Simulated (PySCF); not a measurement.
PySCF job for C2H8FNSi2, SMILES C=C[Si@H](N)[SiH2]F, TDDFT-PBE/def2-SVPD. Geometry: B3LYP-D3(BJ)/def2-SVP. The structure was generated by enumeration; whether it is a known compound was not checked. Other conformers were not sampled.

```python
import numpy as np
from pyscf import gto, scf, dft, tdscf

mol = gto.M(
    atom='''
    C    -2.52597765   -0.85309901    0.07951874
    C    -1.61394312   -0.45868994    0.97946345
    Si   -0.26178094    0.76860253    0.56997497
    N    -0.74831859    1.66008512   -0.84138304
    Si    1.74825176   -0.32470412    0.03562789
    F     1.48040053   -1.38589082   -1.18337020
    H    -2.51956399   -0.45836478   -0.94245423
    H    -3.30954095   -1.58028574    0.32097301
    H    -1.65302421   -0.88551711    1.99063826
    H     0.01498914    1.57724855    1.80744108
    H    -1.61796346    2.18663656   -0.82312833
    H    -0.05647707    2.13185174   -1.41522501
    H     2.80231647    0.62728217   -0.43092840
    H     2.28282246   -1.09027361    1.20036329
    ''',
    basis='def2-SVPD',
    charge=0,
    spin=0,
    max_memory=1600,
    verbose=4,
)
mf = dft.RKS(mol, xc='pbe').density_fit(auxbasis='def2-universal-jkfit')
mf.grids.level = 3
mf.conv_tol = 1e-9
mf.max_cycle = 100
mf.kernel()
mf.grids = dft.Grids(mol).set(level=1).build(with_non0tab=True)  # coarser grid for the response kernel
td = tdscf.TDDFT(mf)
td.singlet = True
td.nstates = 10
td.conv_tol = 1e-4
td.positive_eig_threshold = 1e-6
td.kernel(x0=td.get_init_guess(mf, 15))
td.analyze()
tt = tdscf.TDA(mf)
tt.singlet = False
tt.nstates = 4
tt.conv_tol = 1e-4
tt.positive_eig_threshold = 1e-6
tt.kernel(x0=tt.get_init_guess(mf, 9))
tt.analyze(verbose=3)
```

Log of the run:

```
PySCF version 2.14.0

[INPUT] verbose = 4
[INPUT] num. atoms = 14
[INPUT] num. electrons = 64
[INPUT] charge = 0
[INPUT] spin (= nelec alpha-beta = 2S) = 0
[INPUT] symmetry False subgroup None
[INPUT] Mole.unit = angstrom
[INPUT] Symbol           X                Y                Z      unit          X                Y                Z       unit  Magmom
[INPUT]  1 C     -2.525977650000  -0.853099010000   0.079518740000 AA   -4.773405955272  -1.612123486038   0.150268640370 Bohr   0.0
[INPUT]  2 C     -1.613943120000  -0.458689940000   0.979463450000 AA   -3.049910477426  -0.866798362693   1.850917669522 Bohr   0.0
[INPUT]  3 Si    -0.261780940000   0.768602530000   0.569974970000 AA   -0.494694281231   1.452448280348   1.077096591157 Bohr   0.0
[INPUT]  4 N     -0.748318590000   1.660085120000  -0.841383040000 AA   -1.414117189021   3.137106220266  -1.589983511454 Bohr   0.0
[INPUT]  5 Si     1.748251760000  -0.324704120000   0.035627890000 AA    3.303717023189  -0.613601858318   0.067326954496 Bohr   0.0
[INPUT]  6 F      1.480400530000  -1.385890820000  -1.183370200000 AA    2.797551556361  -2.618954088349  -2.236245581972 Bohr   0.0
[INPUT]  7 H     -2.519563990000  -0.458364780000  -0.942454230000 AA   -4.761285894416  -0.866183899347  -1.780980379638 Bohr   0.0
[INPUT]  8 H     -3.309540950000  -1.580285740000   0.320973010000 AA   -6.254125993533  -2.986307247156   0.606551082277 Bohr   0.0
[INPUT]  9 H     -1.653024210000  -0.885517110000   1.990638260000 AA   -3.123763034176  -1.673384816516   3.761761124481 Bohr   0.0
[INPUT] 10 H      0.014989140000   1.577248550000   1.807441080000 AA    0.028325369443   2.980567789867   3.415568627488 Bohr   0.0
[INPUT] 11 H     -1.617963460000   2.186636560000  -0.823128330000 AA   -3.057507818954   4.132144232361  -1.555487109071 Bohr   0.0
[INPUT] 12 H     -0.056477070000   2.131851740000  -1.415225010000 AA   -0.106726194618   4.028615926777  -2.674387673535 Bohr   0.0
[INPUT] 13 H      2.802316470000   0.627282170000  -0.430928400000 AA    5.295610642658   1.185391504123  -0.814336655297 Bohr   0.0
[INPUT] 14 H      2.282822460000  -1.090273610000   1.200363290000 AA    4.313909240406  -2.060318523741   2.268357868082 Bohr   0.0

nuclear repulsion = 358.274213138117
number of shells = 85
number of NR pGTOs = 287
number of NR cGTOs = 195
basis = def2-SVPD
ecp = {}


******** <class 'pyscf.df.df_jk.DFRKS'> ********
method = DFRKS
initial guess = minao
damping factor = 0
level_shift factor = 0
DIIS = <class 'pyscf.scf.diis.CDIIS'>
diis_start_cycle = 1
diis_space = 8
diis_damp = 0
SCF conv_tol = 1e-09
SCF conv_tol_grad = None
SCF max_cycles = 100
direct_scf = False
XC library pyscf.dft.libxc version 7.1.2
    S. Lehtola, C. Steigemann, M. J. T. Oliveira, and M. A. L. Marques,  SoftwareX 7, 1–5 (2018)
XC functionals = pbe
    J. P. Perdew, K. Burke, and M. Ernzerhof,  Phys. Rev. Lett. 77, 3865 (1996)
    J. P. Perdew, K. Burke, and M. Ernzerhof,  Phys. Rev. Lett. 78, 1396 (1997)
    J. P. Perdew, K. Burke, and M. Ernzerhof,  Phys. Rev. Lett. 77, 3865 (1996)
    J. P. Perdew, K. Burke, and M. Ernzerhof,  Phys. Rev. Lett. 78, 1396 (1997)
radial grids:
    Treutler-Ahlrichs [JCP 102, 346 (1995); DOI:10.1063/1.469408] (M4) radial grids

becke partition: Becke, JCP 88, 2547 (1988); DOI:10.1063/1.454033
pruning grids: <function nwchem_prune>
grids dens level: 3
symmetrized grids: False
atomic radii adjust function: <function treutler_atomic_radii_adjust>
small_rho_cutoff = 0
Set gradient conv threshold to 3.16228e-05
Initial guess from minao.
tot grids = 173224
init E= -813.861380031616
  HOMO = -0.285045189284526  LUMO = -0.121841190292861  gap/eV = 4.44101
cycle= 1 E= -813.619799503056  delta_E= 0.242  |g|= 0.759  |ddm|= 5.17
  HOMO = -0.124092911870849  LUMO = -0.0339604778564073  gap/eV = 2.45263
cycle= 2 E= -813.155403121494  delta_E= 0.464  |g|= 1.68  |ddm|= 2.53
  HOMO = -0.218057349728205  LUMO = -0.0523597004199159  gap/eV = 4.50886
cycle= 3 E= -813.740114128251  delta_E= -0.585  |g|= 0.167  |ddm|= 1.83
  HOMO = -0.226217860142206  LUMO = -0.0671077806419356  gap/eV = 4.32961
cycle= 4 E= -813.745837146182  delta_E= -0.00572  |g|= 0.0799  |ddm|= 0.312
  HOMO = -0.2230037712857  LUMO = -0.0628952565456413  gap/eV = 4.35677
cycle= 5 E= -813.747041927349  delta_E= -0.0012  |g|= 0.0313  |ddm|= 0.117
  HOMO = -0.22404839800639  LUMO = -0.0621684561108946  gap/eV = 4.40498
cycle= 6 E= -813.747281748018  delta_E= -0.00024  |g|= 0.0129  |ddm|= 0.0476
  HOMO = -0.224046369173884  LUMO = -0.0625548914779865  gap/eV = 4.39441
cycle= 7 E= -813.747333614347  delta_E= -5.19e-05  |g|= 0.00277  |ddm|= 0.02
  HOMO = -0.22388510222698  LUMO = -0.0626125008692835  gap/eV = 4.38845
cycle= 8 E= -813.747335233817  delta_E= -1.62e-06  |g|= 0.00111  |ddm|= 0.00448
  HOMO = -0.223970279803017  LUMO = -0.0625601370322815  gap/eV = 4.39219
cycle= 9 E= -813.747335539539  delta_E= -3.06e-07  |g|= 0.00018  |ddm|= 0.0017
  HOMO = -0.223968652497215  LUMO = -0.0625679107604959  gap/eV = 4.39194
cycle= 10 E= -813.747335548341  delta_E= -8.8e-09  |g|= 3.58e-05  |ddm|= 0.000408
  HOMO = -0.223970478624331  LUMO = -0.0625682952590938  gap/eV = 4.39198
cycle= 11 E= -813.747335548639  delta_E= -2.99e-10  |g|= 1.71e-05  |ddm|= 8.87e-05
  HOMO = -0.22397024900514  LUMO = -0.0625687820338463  gap/eV = 4.39196
Extra cycle  E= -813.74733554854  delta_E= 9.91e-11  |g|= 2.78e-05  |ddm|= 7.2e-05
converged SCF energy = -813.74733554854
tot grids = 53384
Overwritten attributes  positive_eig_threshold  of <class 'pyscf.tdscf.rks.CasidaTDDFT'>


******** <class 'pyscf.tdscf.rks.CasidaTDDFT'> for <class 'pyscf.df.df_jk.DFRKS'> ********
nstates = 10 singlet
deg_eia_thresh = 1.000e-03
wfnsym = None
conv_tol = 0.0001
eigh lindep = 1e-12
eigh level_shift = 0
eigh max_cycle = 100


Excitation energies (eV)
[4.51351484 4.89112122 5.36647628 5.46120101 5.63534448 6.07539279
 6.1201647  6.22007536 6.26712202 6.47469668]

** Singlet excitation energies and oscillator strengths **
Excited State   1:      4.51351 eV    274.70 nm  f=0.0170
      31 -> 33        0.19733
      32 -> 33        0.67512
Excited State   2:      4.89112 eV    253.49 nm  f=0.0021
      32 -> 34       -0.70086
Excited State   3:      5.36648 eV    231.03 nm  f=0.0196
      30 -> 33        0.12158
      31 -> 33       -0.37014
      31 -> 34       -0.56313
Excited State   4:      5.46120 eV    227.03 nm  f=0.1364
      30 -> 33       -0.26618
      31 -> 33        0.47223
      31 -> 34       -0.40245
      32 -> 33       -0.14245
Excited State   5:      5.63534 eV    220.01 nm  f=0.0095
      32 -> 35        0.69291
Excited State   6:      6.07539 eV    204.08 nm  f=0.0106
      30 -> 33        0.32368
      30 -> 34        0.13763
      31 -> 33        0.10352
      31 -> 35        0.58854
Excited State   7:      6.12016 eV    202.58 nm  f=0.0140
      29 -> 33       -0.12573
      30 -> 34       -0.63698
      31 -> 35        0.21035
      32 -> 36       -0.10541
Excited State   8:      6.22008 eV    199.33 nm  f=0.0066
      29 -> 33       -0.50455
      30 -> 33       -0.34098
      30 -> 34        0.23381
      31 -> 35        0.15826
      32 -> 36       -0.15912
Excited State   9:      6.26712 eV    197.83 nm  f=0.0061
      29 -> 33        0.20224
      32 -> 36       -0.66759
Excited State  10:      6.47470 eV    191.49 nm  f=0.0457
      28 -> 33        0.58856
      29 -> 33        0.24639
      30 -> 33       -0.16300
      30 -> 35       -0.10307
      31 -> 35        0.11782
      31 -> 36        0.11960

** Transition electric dipole moments (AU) **
state          X           Y           Z        Dip. S.      Osc.
  1        -0.3595     -0.1070     -0.1125      0.1533      0.0170
  2        -0.0578      0.1021     -0.0598      0.0173      0.0021
  3        -0.3433     -0.1497      0.0920      0.1487      0.0196
  4         0.9765      0.2552     -0.0299      1.0196      0.1364
  5         0.1768     -0.1741     -0.0851      0.0688      0.0095
  6         0.1182      0.2228     -0.0856      0.0709      0.0106
  7        -0.2418     -0.0828     -0.1665      0.0931      0.0140
  8        -0.1368     -0.0056     -0.1565      0.0432      0.0066
  9         0.0812      0.0567     -0.1729      0.0397      0.0061
 10        -0.5221     -0.1219     -0.0292      0.2883      0.0457

** Transition velocity dipole moments (imaginary part, AU) **
state          X           Y           Z        Dip. S.      Osc.
  1        -0.0610     -0.0163     -0.0180      0.0043      0.0173
  2        -0.0113      0.0184     -0.0123      0.0006      0.0023
  3        -0.0662     -0.0307      0.0233      0.0059      0.0198
  4         0.1997      0.0517     -0.0073      0.0426      0.1416
  5         0.0364     -0.0383     -0.0190      0.0032      0.0102
  6         0.0237      0.0519     -0.0206      0.0037      0.0110
  7        -0.0581     -0.0191     -0.0380      0.0052      0.0154
  8        -0.0268     -0.0007     -0.0349      0.0019      0.0057
  9         0.0195      0.0153     -0.0389      0.0021      0.0062
 10        -0.1231     -0.0289     -0.0074      0.0160      0.0449

** Transition magnetic dipole moments (imaginary part, AU) **
state          X           Y           Z
  1         0.0936      0.2880     -0.0087
  2        -0.3897     -0.2996      0.1100
  3        -0.3060      0.1319     -0.2150
  4         0.0746     -0.6287      0.3927
  5         0.7384     -0.2213     -0.1930
  6         0.0962     -0.5105     -0.1827
  7         0.0368      0.4691     -0.5635
  8         0.3944      0.0240      0.7088
  9        -0.0307     -0.1983      0.3058
 10        -0.0548      0.2685     -0.0323
Overwritten attributes  positive_eig_threshold  of <class 'pyscf.tdscf.rks.TDA'>


******** <class 'pyscf.tdscf.rks.TDA'> for <class 'pyscf.df.df_jk.DFRKS'> ********
nstates = 4 triplet
deg_eia_thresh = 1.000e-03
wfnsym = None
conv_tol = 0.0001
eigh lindep = 1e-12
eigh level_shift = 0
eigh max_cycle = 100


Excitation energies (eV)
[4.02033366 4.47727474 4.65292279 5.1110651 ]

** Triplet excitation energies and oscillator strengths **
Excited State   1:      4.02033 eV    308.39 nm  f=0.0000
Excited State   2:      4.47727 eV    276.92 nm  f=0.0000
Excited State   3:      4.65292 eV    266.47 nm  f=0.0000
Excited State   4:      5.11107 eV    242.58 nm  f=0.0000
```

The run converged.

Cost: about 2.0 core-minutes (a rough figure).
